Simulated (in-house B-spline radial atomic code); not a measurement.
Nb2+ is squeezed into an impenetrable sphere of radius R (the orbitals vanish at R). No spin polarisation. Computed with an all-electron radial atomic-structure program (B-spline basis): non-relativistic LDA VWN5, spherical fractional occupations, point nucleus.

Energies in eV above the free ion in [Kr] 4d3:

| R (bohr) | highest level (eV) | [Kr] 4d3 | [Kr] 4d2 4f1 | [Ar] 3d10 4s2 4p5 4d3 4f1 | -dE/dV in [Kr] 4d3 (GPa) |
| --- | --- | --- | --- | --- | --- |
| 9.09 | -19.6 | 0.0001196 | 17.31 | 50.48 | 0.000257 |
| 6.11 | -19.5 | 0.04501 | 19.42 | 52.47 | 0.197 |
| 4.83 | -19 | 0.4831 | 22.84 | 55.75 | 3.24 |
| 4.25 | -18.2 | 1.39 | 26.09 | 58.98 | 12.1 |
| 3.63 | -16.2 | 4.437 | 32.74 | 65.91 | 56 |
| 3.01 | -11.1 | 15.71 | 49.21 | 83.59 | 323 |
| 2.69 | -5.35 | 32.21 | 69.17 | 105 | 890 |
| 2.11 | 19.7 | 135.4 | 179.7 | 221.2 | 6880 |
| 1.69 | 70.3 | 429.8 | 477.1 | 526.5 | 37400 |
| 1.37 | 165 | 1133 | 1170 | 1227 | 166000 |

(1) Does [Kr] 4d2 4f1 fall below [Kr] 4d3 under compression?

(2) Does [Ar] 3d10 4s2 4p5 4d3 4f1 fall below [Kr] 4d3 under compression?

The highest level is first positive in the row R = 2.11 bohr, pushed up by confinement above the zero of the free ion's potential. Each configuration is held fixed and needn't be the lowest in the sphere.

Answers

(1) No, it stays above over the whole range.

(2) No, it stays above over the whole range.
